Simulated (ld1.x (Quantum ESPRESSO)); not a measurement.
Before and after: TM potential for silicon

| Item | Value |
| --- | --- |
| Element | silicon (Si) |
| Generator | ld1.x (Quantum ESPRESSO) 7.5 |
| Type | norm-conserving Troullier–Martins (Kleinman–Bylander form) |
| Functional | revPBE |
| Relativity | non-relativistic |
| Frozen core | [Ne] |
| Valence charge | 4 |
| Reference configuration | 3s2 3p2 |
| Partial waves | 3p (bound): rc 1.60 bohr; 3d channel at 0.35 Ry: rc 1.70 bohr; 3s (bound): rc 1.25 bohr |
| Local potential | the s channel |
| Core correction | Bessel-smoothed model core inside 1.10 bohr |

All-electron outer shells of the reference configuration (revPBE, non-relativistic, ld1.x):

```csv
shell,level (eV),outermost node (bohr),outermost maximum (bohr)
2p,-95.56,–,0.39
3s,-10.74,0.72,1.80
3p,-4.07,0.72,2.17
```

Change: wave 3s (bound): rc 1.25 bohr becomes 3s (bound): rc 1.32 bohr.

Cutoffs: the cutoffs (Ry, on a coarse ladder) from which the occupation-weighted sum of valence levels, in a spherical-Bessel basis at the reference potential, stays within 10 and 1 mRy of its value at 400 Ry; they do not see the model core or the augmentation charge, which bear on the density cutoff. Errors are all-electron minus pseudo energies relative to the spin-unpolarised reference configuration.

Predict the effect on cutoff, ghosts and configuration errors.

The potential gets softer (50 Ry and 110 Ry → 40 Ry and 90 Ry); of the 7 tests that both files solve, the error grows in 0 and shrinks in 5 by more than 15 % and 0.3 meV (median size 4.0 → 3.3 meV); the range in which the s phases agree widens (upper end 1.8 → 2.9); neither file shows a bound ghost. A larger radius leaves more room for a smooth pseudo-wave, so fewer plane waves are needed. That the errors move this way runs against the usual rule that smaller radii transfer better.

```csv
quantity,base,changed
"cutoff, loose",50 Ry,40 Ry
"cutoff, tight",110 Ry,90 Ry
loose cutoff by channel (10 mRy a level),"p 6 Ry, s 40 Ry","p 6 Ry, s 30 Ry"
bound ghosts,none,none
"error for 3s2 3p1, meV [ΔE 7.73 eV]",+4.0,+3.3
"error for 3s2 3p0, meV [ΔE 23.71 eV]",+22,+18
"error for 3s1 3p0, meV [ΔE 57.52 eV]",+67,+52
"error for 3s1 3p2, meV [ΔE 15.09 eV]",+9.4,+7.9
"error for 3s1 3p3, meV [ΔE 6.74 eV]",-0.9,-0.3
"error for 3s2 3p1.5, meV [ΔE 2.92 eV]",+0.7,+0.6
"error for 3s2 3p2.3, meV [ΔE -0.93 eV]",+0.1,+0.1
s: phases at 1.85 bohr within 0.05 rad from the reference energy up to (Ry; the scan ends near 5),1.8,2.9
p: phases at 1.85 bohr within 0.05 rad from the reference energy up to (Ry; the scan ends near 5),1.4,2.2
d: phases at 1.85 bohr within 0.05 rad from the reference energy up to (Ry; the scan ends near 5),to the end of the scan,to the end of the scan
```
